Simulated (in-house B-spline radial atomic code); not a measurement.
A fraction x of an electron is removed from 4d in Nb+, starting from [Kr] 4d4 and keeping the highest spin. Method: scalar-relativistic (X2C) RPBE, spin-polarised, spherical fractional occupations, Fermi nucleus of rms radius 4.324 fm. Calculated with a radial B-spline atomic code at the basis-set limit.

```csv
x,E(x) - E(0) (eV),4d up level (eV)
0,0.0000,-10.093
0.11,1.1645,-11.085
0.17,1.8462,-11.637
0.3,3.4378,-12.856
0.5,6.2015,-14.793
0.71,9.5280,-16.901
0.85,11.9951,-18.348
0.89,12.7373,-18.767
1,14.8656,-19.931
```

The exact functional would give a straight line between the two integer points. Deviations E(x) - E(0) - x[E(1) - E(0)], in eV: -0.471 at x = 0.11, -0.681 at x = 0.17, -1.022 at x = 0.3, -1.231 at x = 0.5, -1.027 at x = 0.71, -0.641 at x = 0.85, -0.493 at x = 0.89.

The curve lies below the straight line by up to 1.231 eV (at x = 0.5): convex, the delocalisation error that favours fractional charges.

(1) How well does Slater's transition state (minus the level at half occupation) give the ionisation energy?

Results:

(1) It gives 14.793 eV against 14.866 eV from the two total energies; NIST lists 14.32 eV, ground level to ground level.
